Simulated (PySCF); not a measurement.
WO2F, SMILES [W+](=[O])(=[O])[F], charge +1, multiplicity 1.

Geometry: r2SCAN-D4/def2-TZVP. The spin state was assumed, not searched. The isomer is the one that the SMILES or the coordinates give; other isomers of the formula were not compared. The def2 effective core potentials stand for the cores of W; spin–orbit coupling is left out.

Computed with PBE/def2-TZVPD in PySCF.

Symmetry labels are those of the subgroup Cs that the program uses (full group Cs).

Computed valence orbital energies around the gap with their symmetry:
| orbital | symmetry | energy (eV) |
|---|---|---|
| HOMO−7 | A" | -18.34 |
| HOMO−6 | A' | -18.22 |
| HOMO−5 | A' | -17.59 |
| HOMO−4 | A" | -17.28 |
| HOMO−3 | A' | -16.18 |
| HOMO−2 | A" | -16.09 |
| HOMO−1 | A' | -15.83 |
| HOMO | A" | -14.56 |
| LUMO | A' | -12.12 |
| LUMO+1 | A' | -10.34 |
| LUMO+2 | A" | -9.95 |
| LUMO+3 | A' | -8.42 |
